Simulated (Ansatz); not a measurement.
Consider the ligand exchange at the Al–N bond: `C[N]([AlH2])[AlH2]` + CH₃NH₂ → `C[NH][AlH2]` + `C[NH][AlH2]`.

Gas-phase electronic energies from Ansatz, PBE0-D4/def2-TZVP geometries. CCSD(T)/CBS adds triple-zeta CCSD(T) − MP2 to the extrapolated MP2 energy (def2 sets, frozen cores).

```json
{"species": "`C[N]([AlH2])[AlH2]`", "HF/def2-QZVPP energy (Eh)": "-580.33170"}
{"species": "CH₃NH₂", "HF/def2-QZVPP energy (Eh)": "-95.26228"}
{"species": "`C[NH][AlH2]`", "HF/def2-QZVPP energy (Eh)": "-337.80054"}
{"species": "`C[NH][AlH2]`", "HF/def2-QZVPP energy (Eh)": "-337.80054"}
```

Problem. Work out ΔE.

Solution. ΔE = (-337.80054) + (-337.80054) − (-580.33170) − (-95.26228) = -0.00710 Eh = -0.19 eV. CCSD(T)/CBS gives -0.14 eV.

Largest T1 diagnostic among the species: 0.012.

The D4 term adds +0.04 eV with B3LYP and +0.02 eV with PBE0; it sums over pairs of atoms, weighted by their polarisabilities, and B3LYP, whose exchange is more repulsive, gets the larger term. Leaving LDA and LC-ωPBE aside and taking each functional with its dispersion term where it has one, the values, not all of them listed here, spread over 0.06 eV, from CAM-B3LYP-D4 to PBE-QIDH.

B3LYP here is the variant with VWN-RPA as its local correlation; programs differ in this.
